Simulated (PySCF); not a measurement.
## Electron correlation in Tl (thallium, neutral)

[Xe] 4f14 5d10 6s1 6p2, high-spin 4P determinant (an excited configuration). Computed with PySCF 2.14 in aug-cc-pwCVTZ-DK3 (11s10p8d5f1g, 125 functions), with scalar relativity by spin-free X2C-1e. Frozen: [Xe] 4f14 5d10; 3 electrons correlated.

```csv
level,correlation energy (mhartree)
CCSD,-9.79
(T),-0.08
CCSD(T),-9.87
```

Diagnostics: T1 = 0.0041, D1 = 0.0061, largest double amplitude 0.039.

Spin-orbit coupling is strong in this species (close to jj coupling), so the high-spin LS determinant is a model state, not a physical level.

Cost of the coupled-cluster step: about 21 core-seconds, for 3 correlated electrons.

Spin-orbit coupling is strong in this species, so the high-spin LS determinant is a model state.
